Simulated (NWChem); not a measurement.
System: MgNH$_{2}$I; SMILES [I][Mg][NH2]

Here is an NWChem input.

```
start job
memory heap 200 mb stack 900 mb global 1100 mb
geometry units angstroms noautoz
  Mg     0.058727    -1.454194    -0.005112
  I     -0.254046     1.091053     0.017662
  N      0.288756    -3.321190    -0.021812
  H      0.459061    -3.902833    -0.837201
  H      0.262390    -3.938820     0.784192
end
basis spherical
  * library def2-svp
end
ecp
  I library def2-ecp
end
dft
  xc xpbe96 cpbe96
  iterations 150
  vectors input atomic output neutral.movecs
end
task dft energy
charge 1
dft
  odft
  mult 2
  vectors input atomic output cation.movecs
end
task dft energy
```

Output (shortened):

```
             Northwest Computational Chemistry Package (NWChem) 7.3.0
             --------------------------------------------------------

 C2V symmetry detected

                             Geometry "geometry" -> ""
                             -------------------------

 Output coordinates in angstroms (scale by  1.889725989 to convert to a.u.)

  No.       Tag          Charge          X              Y              Z
 ---- ---------------- ---------- -------------- -------------- --------------
    1 Mg                  12.0000     0.00000000     0.00000000     1.59161578
    2 I                   53.0000     0.00000000     0.00000000    -0.97287790
    3 N                    7.0000     0.00000000     0.00000000     3.47280319
    4 H                    1.0000     0.00000000    -0.81683577     4.07675857
    5 H                    1.0000     0.00000000     0.81683577     4.07675857

 Effective nuclear repulsion energy (a.u.)     222.4644358986

      Symmetry information
      --------------------

 Group name             C2v
 Group number             16
 Group order               4
 No. of unique centers     4

 Summary of "ao basis" -> "ao basis" (spherical)
 ------------------------------------------------------------------------------
       Tag                 Description            Shells   Functions and Types
 ---------------- ------------------------------  ------  ---------------------
 Mg                         def2-svp                 8       18   4s3p1d
 I                          def2-svp                10       26   4s4p2d
 N                          def2-svp                 6       14   3s2p1d
 H                          def2-svp                 3        5   2s1p

      Symmetry analysis of basis
      --------------------------

        a1         32
        a2          5
        b1         14
        b2         17

            General Information
            -------------------
          SCF calculation type: DFT
          Wavefunction type:  closed shell.
          No. of atoms     :     5
          No. of electrons :    46
           Alpha electrons :    23
            Beta electrons :    23
          Charge           :     0
          Spin multiplicity:     1
          Use of symmetry is: on ; symmetry adaption is: on
          Maximum number of iterations: 150
          AO basis - number of functions:    68
                     number of shells:    30
          Convergence on energy requested:  1.00D-06
          Convergence on density requested:  1.00D-05
          Convergence on gradient requested:  5.00D-04

              XC Information
              --------------
          PerdewBurkeErnzerhof Exchange Functional  1.000
            Perdew 1991 LDA Correlation Functional  1.000 local
           PerdewBurkeErnz. Correlation Functional  1.000 non-local

             Grid Information
             ----------------
          Grid used for XC integration:  medium
          Radial quadrature: Mura-Knowles
          Angular quadrature: Lebedev.
          Tag              B.-S. Rad. Rad. Pts. Rad. Cut. Ang. Pts.
          ---              ---------- --------- --------- ---------
          Mg                  1.50       88           9.0       590
          I                   1.40      123          12.0       590
          N                   0.65       49          12.0       434
          H                   0.35       45          13.0       434
          Grid pruning is: on
          Number of quadrature shells:   305
          Spatial weights used:  Erf1

      Superposition of Atomic Density Guess
      -------------------------------------

 Sum of atomic energies:        -601.90467019

      Non-variational initial energy
      ------------------------------

 Total energy =    -551.974942
 1-e energy   =   -1118.151165
 2-e energy   =     442.168045
 HOMO         =      -0.340452
 LUMO         =      -0.072787

      Symmetry analysis of molecular orbitals - initial
      -------------------------------------------------

  Numbering of irreducible representations:

     1 a1          2 a2          3 b1          4 b2

  Orbital symmetries:

     1 a1          2 a1          3 a1          4 a1          5 b2
     6 b1          7 a1          8 a1          9 b2         10 b1
    11 a1         12 a2         13 a1         14 b2         15 b1
    16 a1         17 a1         18 b2         19 a1         20 a1
    21 b1         22 b2         23 b1         24 a1         25 b2
    26 b1         27 a1         28 a1         29 b2         30 a1
    31 a2         32 a1         33 b2

   convergence    iter        energy       DeltaE   RMS-Dens  Diis-err
 ---------------- ----- ----------------- --------- --------- ---------
 d= 0,ls=0.0,diis     1   -553.4293541506 -6.77D+02  2.59D-02  5.22D-01
 d= 0,ls=0.0,diis     2   -553.0845904002  3.45D-01  1.91D-02  2.91D+00
 d= 0,ls=0.0,diis     3   -553.4924992888 -4.08D-01  4.63D-03  5.41D-02
 d= 0,ls=0.0,diis     4   -553.4977819014 -5.28D-03  2.58D-03  1.55D-02
 d= 0,ls=0.0,diis     5   -553.5009043400 -3.12D-03  4.06D-04  3.98D-04
  Resetting Diis
 d= 0,ls=0.0,diis     6   -553.5009787842 -7.44D-05  4.76D-05  1.56D-05
 d= 0,ls=0.0,diis     7   -553.5009806482 -1.86D-06  3.87D-05  1.31D-06
 d= 0,ls=0.0,diis     8   -553.5009799818  6.66D-07  2.37D-05  6.85D-06
 d= 0,ls=0.0,diis     9   -553.5009808348 -8.53D-07  3.90D-06  5.67D-08

         Total DFT energy =     -553.500980834757
      One electron energy =    -1120.765810758188
           Coulomb energy =      489.455447728483
    Exchange-Corr. energy =      -46.198796505970
 Nuclear repulsion energy =      124.008178700918

 Numeric. integr. density =       46.000002120941

                  Occupations of the irreducible representations
                  ----------------------------------------------

                     irrep           alpha         beta
                     --------     --------     --------
                     a1               12.0         12.0
                     a2                1.0          1.0
                     b1                5.0          5.0
                     b2                5.0          5.0

                       DFT Final Molecular Orbital Analysis
                       ------------------------------------

 Vector   21  Occ=2.000000D+00  E=-2.304748D-01  Symmetry=b2
              MO Center= -5.6D-16,  3.7D-16, -8.4D-01, r^2= 2.2D+00
   Bfn.  Coefficient  Atom+Function         Bfn.  Coefficient  Atom+Function
  ----- ------------  ---------------      ----- ------------  ---------------
    30      0.585249  2 I  py                33      0.514962  2 I  py
    27     -0.239707  2 I  py                24     -0.194168  2 I  py
    12      0.073144  1 Mg py                15     -0.063789  1 Mg d -1
     9      0.057117  1 Mg py                 6      0.039607  1 Mg py

 Vector   22  Occ=2.000000D+00  E=-2.300415D-01  Symmetry=b1
              MO Center=  1.3D-15, -1.4D-15, -8.2D-01, r^2= 2.3D+00
   Bfn.  Coefficient  Atom+Function         Bfn.  Coefficient  Atom+Function
  ----- ------------  ---------------      ----- ------------  ---------------
    29      0.582942  2 I  px                32      0.514071  2 I  px
    26     -0.238726  2 I  px                23     -0.193373  2 I  px
    11      0.081198  1 Mg px                 8      0.062180  1 Mg px
    17      0.053961  1 Mg d  1               5      0.043511  1 Mg px
    51      0.040180  3 N  px                48     -0.036258  3 N  px

 Vector   23  Occ=2.000000D+00  E=-1.873854D-01  Symmetry=b1
              MO Center=  5.0D-15, -2.3D-16,  3.3D+00, r^2= 1.4D+00
   Bfn.  Coefficient  Atom+Function         Bfn.  Coefficient  Atom+Function
  ----- ------------  ---------------      ----- ------------  ---------------
    48      0.548324  3 N  px                51     -0.441114  3 N  px
    11     -0.159018  1 Mg px                17      0.107069  1 Mg d  1
     8     -0.086842  1 Mg px                29      0.068674  2 I  px
     5     -0.064314  1 Mg px                32      0.058120  2 I  px
    26     -0.028255  2 I  px                61     -0.025006  4 H  px

 Vector   24  Occ=0.000000D+00  E=-7.144769D-02  Symmetry=a1
              MO Center= -1.6D-15,  5.5D-15,  1.4D+00, r^2= 6.2D+00
   Bfn.  Coefficient  Atom+Function         Bfn.  Coefficient  Atom+Function
  ----- ------------  ---------------      ----- ------------  ---------------
     4      0.728733  1 Mg s                  3      0.564127  1 Mg s
    47     -0.418248  3 N  s                 34     -0.399928  2 I  pz
    22     -0.296120  2 I  s                 31     -0.246516  2 I  pz
     2      0.243354  1 Mg s                 21     -0.204355  2 I  s
    46     -0.162052  3 N  s                 13     -0.126431  1 Mg pz

 Vector   25  Occ=0.000000D+00  E=-2.973428D-02  Symmetry=b2
              MO Center= -4.3D-15,  1.1D-15,  1.3D+00, r^2= 5.5D+00
   Bfn.  Coefficient  Atom+Function         Bfn.  Coefficient  Atom+Function
  ----- ------------  ---------------      ----- ------------  ---------------
    12      0.857541  1 Mg py                33     -0.308831  2 I  py
     9      0.298483  1 Mg py                 6      0.176021  1 Mg py
    30     -0.175880  2 I  py                60      0.113040  4 H  s
    65     -0.113040  5 H  s                 15     -0.094487  1 Mg d -1
    59      0.090434  4 H  s                 64     -0.090434  5 H  s

 Vector   26  Occ=0.000000D+00  E=-1.495635D-02  Symmetry=b1
              MO Center= -7.5D-14, -1.4D-15,  1.3D+00, r^2= 5.6D+00
   Bfn.  Coefficient  Atom+Function         Bfn.  Coefficient  Atom+Function
  ----- ------------  ---------------      ----- ------------  ---------------
    11      0.844522  1 Mg px                32     -0.334729  2 I  px
     8      0.276798  1 Mg px                48      0.209329  3 N  px
    51     -0.191393  3 N  px                17      0.189833  1 Mg d  1
    29     -0.177233  2 I  px                 5      0.160143  1 Mg px
    43     -0.083992  2 I  d  1              26      0.072492  2 I  px

     Multipole analysis of the density
     ---------------------------------

     L   x y z        total         alpha         beta         nuclear
     -   - - -        -----         -----         ----         -------
     0   0 0 0     -0.000000    -23.000000    -23.000000     46.000000

     1   1 0 0     -0.000000     -0.000000     -0.000000      0.000000
     1   0 1 0     -0.000000     -0.000000     -0.000000      0.000000
     1   0 0 1      0.858053    -25.309591    -25.309591     51.477234

     2   2 0 0    -33.681851    -16.840925    -16.840925      0.000000
     2   1 1 0     -0.000000     -0.000000     -0.000000      0.000000
     2   1 0 1      0.000000      0.000000      0.000000      0.000000
     2   0 2 0    -30.613344    -17.689360    -17.689360      4.765376
     2   0 1 1      0.000000      0.000000      0.000000      0.000000
     2   0 0 2    -31.351959   -322.294042   -322.294042    613.236126

                                 NWChem DFT Module
                                 -----------------

      Symmetry analysis of basis
      --------------------------

        a1         32
        a2          5
        b1         14
        b2         17

            General Information
            -------------------
          SCF calculation type: DFT
          Wavefunction type:  spin polarized.
          No. of atoms     :     5
          No. of electrons :    45
           Alpha electrons :    23
            Beta electrons :    22
          Charge           :     1
          Spin multiplicity:     2
          Use of symmetry is: on ; symmetry adaption is: on
          Maximum number of iterations: 150
          AO basis - number of functions:    68
                     number of shells:    30
          Convergence on energy requested:  1.00D-06
          Convergence on density requested:  1.00D-05
          Convergence on gradient requested:  5.00D-04

              XC Information
              --------------
          PerdewBurkeErnzerhof Exchange Functional  1.000
            Perdew 1991 LDA Correlation Functional  1.000 local
           PerdewBurkeErnz. Correlation Functional  1.000 non-local

             Grid Information
             ----------------
          Grid used for XC integration:  medium
          Radial quadrature: Mura-Knowles
          Angular quadrature: Lebedev.
          Tag              B.-S. Rad. Rad. Pts. Rad. Cut. Ang. Pts.
          ---              ---------- --------- --------- ---------
          Mg                  1.50       88           9.0       590
          I                   1.40      123          12.0       590
          N                   0.65       49          12.0       434
          H                   0.35       45          13.0       434
          Grid pruning is: on
          Number of quadrature shells:   305
          Spatial weights used:  Erf1

      Superposition of Atomic Density Guess
      -------------------------------------

 Sum of atomic energies:        -601.90467019

 Renormalizing density from      46.00 to     45

      Non-variational initial energy
      ------------------------------

 Total energy =    -546.683041
 1-e energy   =   -1093.843531
 2-e energy   =     423.152312
 HOMO         =      -0.587424
 LUMO         =      -0.309217

   Symmetry analysis of molecular orbitals - initial alpha
   -------------------------------------------------------

  Numbering of irreducible representations:

     1 a1          2 a2          3 b1          4 b2

  Orbital symmetries:

     1 a1          2 a1          3 a1          4 a1          5 b2
     6 b1          7 a1          8 a1          9 b2         10 b1
    11 a1         12 a2         13 a1         14 b2         15 b1
    16 a1         17 a1         18 b2         19 a1         20 a1
    21 b1         22 b2         23 b1         24 a1         25 b2
    26 b1         27 a1         28 a1         29 b2         30 a1
    31 a2         32 b2         33 a1

   Symmetry analysis of molecular orbitals - initial beta
   ------------------------------------------------------

  Numbering of irreducible representations:

     1 a1          2 a2          3 b1          4 b2

  Orbital symmetries:

     1 a1          2 a1          3 a1          4 a1          5 b2
     6 b1          7 a1          8 a1          9 b2         10 b1
    11 a1         12 a2         13 a1         14 b2         15 b1
    16 a1         17 a1         18 b2         19 a1         20 a1
    21 b1         22 b2         23 b1         24 a1         25 b2
    26 b1         27 a1         28 a1         29 b2         30 a1
    31 a2         32 b2         33 a1

[...]
```

Level: PBE/def2-SVP with def2 effective core potentials on I, vertical spin-unrestricted ions. Structure relaxed at the PBE0/def2-SVP level. Not confirmed as a minimum by frequencies. def2 effective core potentials on I; no spin-orbit coupling.
